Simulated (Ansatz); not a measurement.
Basis-set extrapolation for C₂H₉AlSSi, SMILES `C[SiH2][CH2][AlH][SH]` (PBE0-D4/def2-TZVP geometry, frozen core, the Gaussian-basis code of Ansatz). Multiplicity 1, RHF reference.

```
                       def2-TZVPP    def2-QZVPP
                 HF  -1009.485624  -1009.516720
    MP2 correlation     -0.740901     -0.794267
CCSD(T) correlation     -0.844315       not run
```

Energies in hartree. Use E(X) = E(∞) + A·exp(−7.88·√X) for Hartree–Fock and E(X) = E(∞) + B·X^(−2.97) for correlation, with X = 3 and 4, and add CCSD(T) minus MP2 of the smaller set to the MP2 limit.

**Question.** What is the CCSD(T) energy at the basis-set limit?

**Answer.** HF limit: -1009.516720 + (-0.031096) × 0.13774 = -1009.52100. MP2 limit: -0.794267 + (-0.053366) × 0.74074 = -0.83380. Higher-order term: -0.844315 − (-0.740901) = -0.10341. Total: -1010.45821 hartree, 336.8 kJ/mol below CCSD(T)/def2-TZVPP.
